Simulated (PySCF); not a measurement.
Ge(Cl)2(OH)2 (Cl₂GeH₂O₂), SMILES [Ge]([OH])([OH])([Cl])[Cl]. Atoms are numbered in the order given.

```xyz
7

O     -0.1089     1.4640    -1.2309
Ge     0.0000     0.0000    -0.2659
O      0.1089    -1.4640    -1.2309
Cl    -1.7691    -0.0016     0.9272
Cl     1.7691     0.0016     0.9272
H      0.7340     1.6716    -1.6608
H     -0.7340    -1.6716    -1.6608
```
Charge 0, spin multiplicity 1.

The structure is a stationary point at r2SCAN-D4/def2-SVP. Other conformers were not sampled.

All values below come from PBE/pcSseg-1 run with PySCF.

GIAO shieldings, no solvent; atoms alike by connectivity are averaged. δ = σ(ref) − σ: ¹⁷O against H2O (σ = 334.3 ppm); ⁷³Ge against GeH4 (σ = 1614.4 ppm); ³⁵Cl against HCl (σ = 936.5 ppm); ¹H against TMS (σ = 31.49 ppm), references at their B3LYP-D3(BJ)/def2-TZVP geometries, non-relativistic (without spin–orbit terms, shifts of atoms bonded to Cl or Br come out too high).

Computed chemical shifts:
| nucleus | atoms | count | δ (ppm) |
|---|---|---|---|
| ¹⁷O | O1, O3 | 2 | 120.2 |
| ⁷³Ge | Ge2 | 1 | 428.8 |
| ³⁵Cl | Cl4, Cl5 | 2 | 139.0 |
| ¹H | H6, H7 | 2 | 2.59 |
